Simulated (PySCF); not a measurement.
Relaxation of singlet LaI3

Method: PBE0/[La lcecp-1-TZVP with ECP46, I def2-TZVP with ECP28], scalar-relativistic core potentials, density fitting, no spin–orbit coupling, PySCF. A (50,194) grid was used.

A hand-made trigonal pyramidal start, of C3v symmetry, held to at least that symmetry:

```xyz
4
charge 0 multiplicity 1, angstrom
La    0.0000    0.0000   -1.0766
I     2.7636    0.0000    0.3928
I    -1.3818    2.3934    0.3928
I    -1.3818   -2.3934    0.3928
```

Optimiser trace:
| step | E − E(last) (kJ/mol) | largest gradient (Eh/bohr) |
| --- | --- | --- |
| 0 | 59.26 | 0.04432 |
| 1 | 26.22 | 0.02741 |
| 2 | 7.55 | 0.00299 |
| 3 | 6.27 | 0.00210 |
| 4 | 2.54 | 0.00443 |
| 5 | 1.57 | 0.00376 |
| 6 | 0.21 | 0.00117 |
| 7 | 0.02 | 0.00063 |
| 8 | 0.01 | 0.00048 |
| 9 | 0.00 | 0.00001 |

It ends at C3v with La–I 2.962 Å (×3); I–La–I 118.6° (×3) (after a last refinement on a finer grid). A frequency run shows a minimum. Other isomers or separated fragments may lie lower.

Final geometry:
```xyz
4
charge 0 multiplicity 1, angstrom
La    0.0000    0.0000   -0.2545
I     2.9418    0.0000    0.0940
I    -1.4709    2.5477    0.0940
I    -1.4709   -2.5477    0.0940
```
